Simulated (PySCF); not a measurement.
B(OH)2(OSiH3) (BH5O3Si), SMILES OB(O)O[SiH3]. Geometry: PBE-D3(BJ)/def2-SVP. The values are those of a single conformer.

Computed equilibrium geometry at PBE-D3(BJ)/def2-SVP (PySCF confirms it by a frequency run) as bond lengths and angles, and its point group (one conformer of several):
point group Cs.
Atoms: B1 O2 H3 O4 H5 O6 Si7 H8 H9 H10. Bonded distances (Å): B1–O2 1.376, B1–O4 1.384, B1–O6 1.372, O2–H3 0.971, O4–H5 0.971, O6–Si7 1.686, Si7–H8 1.504, Si7–H9 1.504, Si7–H10 1.500. Bond angles (°): O2–B1–O4 125.5, O2–B1–O6 116.9, O4–B1–O6 117.6, B1–O2–H3 114.1, B1–O4–H5 115.3, B1–O6–Si7 128.2, O6–Si7–H8 111.1, O6–Si7–H9 111.1, O6–Si7–H10 106.2, H8–Si7–H9 109.5, H8–Si7–H10 109.4, H9–Si7–H10 109.4.
Charge 0, spin multiplicity 1.
